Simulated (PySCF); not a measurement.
## Electronic structure of Tc³⁹⁺ (technetium, charge +39) at the UHF level

Configuration: [He] 2s2, closed-shell 1S. Computed with PySCF 2.14 in an even-tempered Gaussian basis (17 s from 16 bohr⁻², ratio 2.2; 8 p from 25 bohr⁻², ratio 2.4; 5 d from 75 bohr⁻², ratio 2.4; 5 f from 110 bohr⁻², ratio 2.4; 4 g from 170 bohr⁻², ratio 2.4), with the non-relativistic Hamiltonian (point nucleus).

```
Total energy                                     : -2244.503748 hartree
One-electron energy                              : -2310.4361 hartree
Hartree (Coulomb) energy                         : 100.5672 hartree
Exchange energy                                  : -34.6348 hartree
Kinetic energy                                   : 2244.50879 hartree
⟨S²⟩                                             : 0.0000
⟨L²⟩                                             : 0.000
Sum of ⟨r⟩                                       : 0.3598 bohr
Sum of ⟨r²⟩                                      : 0.05216 bohr²
Density at the nucleus (Gaussians lack the cusp) : 54900 bohr⁻³
```

```json
{"shell": "1s", "electrons": "2", "mean orbital energy (eV)": "-23980.6", "rms radius, mean of both spins (bohr)": "0.0407"}
{"shell": "2s", "electrons": "2", "mean orbital energy (eV)": "-5660.4", "rms radius, mean of both spins (bohr)": "0.156"}
```

A non-relativistic calculation at this Z misses sizeable relativistic shifts.
